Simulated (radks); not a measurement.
Task: These are the eigenvalues of the occupied orbitals of an atom or ion with whole-number occupations (eV). Method: Dirac Kohn-Sham, Wu-Cohen GGA, spin-unpolarised, spherical densities, point nucleus; computed with a radial shooting solver on a logarithmic mesh with Libxc functionals.

| orbital | eigenvalue |
|---|---|
| 1s1/2 | -21988.29 |
| 2s1/2 | -3216.361 |
| 2p1/2 | -2977.663 |
| 2p3/2 | -2846.701 |
| 3s1/2 | -618.9627 |
| 3p1/2 | -526.3001 |
| 3p3/2 | -504.0462 |
| 3d3/2 | -339.8145 |
| 3d5/2 | -335.4740 |
| 4s1/2 | -136.5827 |
| 4p1/2 | -108.0431 |
| 4p3/2 | -104.3039 |
| 4d3/2 | -60.0136 |
| 5d3/2 | -23.8682 |

Which element is it, and in what charge state? The configuration may be excited. Open shells, if any, fill j = l - 1/2 first.

Result: Z = 44, ruthenium, charge +4: Ru4+ in [Ar] 3d10 4s2 4p5 4d4 5d1. The list shows which subshells hold electrons but not how many an open one holds; the 1s level, -808.05 hartree, gives Z - s = 40.2 by -(Z - s)^2/2, which with screening and relativity narrows Z to a few neighbours, and the depths of the outer levels then fix element, charge and occupations together.
